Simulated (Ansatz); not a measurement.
TiSiNO₃H₇⁻, that is (OH)3Ti-NH-SiH3 with one electron more. Charge -1, multiplicity 2. Geometry r2SCAN-D4/def2-SVP, that of the neutral singlet; atoms count from 1.

```xyz
13

Ti   -0.7427   -0.4562    0.6942
O     0.5386    0.0401    1.8633
O    -1.1350   -2.2062    0.7469
O    -2.2185    0.5297    0.9660
N     0.0383   -0.0783   -0.9916
Si    1.4357    0.9393   -1.2288
H     1.2704   -0.4959    2.1950
H    -1.9541   -2.6551    0.9886
H    -2.5820    1.2803    0.4815
H    -0.2255   -0.6724   -1.7794
H     1.2701    2.2229   -0.4861
H     1.5920    1.2451   -2.6869
H     2.7128    0.3067   -0.7628
```

The highest occupied level of the charge -1 doublet lies above zero (up to 1.73 eV). By energy differences it is unbound by 0.25 eV (vertical, against the charge 0 singlet, at PBE0-D4/def2-TZVPD) and held by the finite basis.

Problem. Estimate the Mulliken populations from the PBE0/def2-TZVPD orbitals of Ansatz.

Solution. 
```json
{"atom": "Ti1", "charge (e)": "1.29", "spin (α − β)": "1.17", "d electrons": "2.19"}
{"atom": "O2", "charge (e)": "-0.83", "spin (α − β)": "-0.03", "d electrons": "–"}
{"atom": "O3", "charge (e)": "-0.66", "spin (α − β)": "-0.24", "d electrons": "–"}
{"atom": "O4", "charge (e)": "-0.85", "spin (α − β)": "-0.06", "d electrons": "–"}
{"atom": "N5", "charge (e)": "-0.52", "spin (α − β)": "0.00", "d electrons": "–"}
{"atom": "Si6", "charge (e)": "0.14", "spin (α − β)": "-0.01", "d electrons": "–"}
{"atom": "H7", "charge (e)": "0.22", "spin (α − β)": "0.01", "d electrons": "–"}
{"atom": "H8", "charge (e)": "0.13", "spin (α − β)": "0.13", "d electrons": "–"}
{"atom": "H9", "charge (e)": "0.23", "spin (α − β)": "0.00", "d electrons": "–"}
{"atom": "H10", "charge (e)": "0.10", "spin (α − β)": "0.01", "d electrons": "–"}
{"atom": "H11", "charge (e)": "-0.07", "spin (α − β)": "0.00", "d electrons": "–"}
{"atom": "H12", "charge (e)": "-0.11", "spin (α − β)": "0.00", "d electrons": "–"}
{"atom": "H13", "charge (e)": "-0.08", "spin (α − β)": "0.01", "d electrons": "–"}
```
Mulliken values depend strongly on the basis. With diffuse functions, as here, like atoms can get unlike values, and bond orders can come out too low or too high.

Problem. Where does the spin sit?

Solution. Summed by element: Ti 1.17, O -0.33, N 0.00, Si -0.01, H 0.17, of 1 unpaired in all. Largest on single atoms: Ti1 1.17, O3 -0.24, H8 0.13.

Problem. And the Mayer bond orders between heavy atoms (over 0.3)?

Solution. Ti1–O2 0.48 (1.80 Å); Ti1–O4 0.43 (1.80 Å); Ti1–N5 0.71 (1.90 Å); N5–Si6 1.36 (1.74 Å).
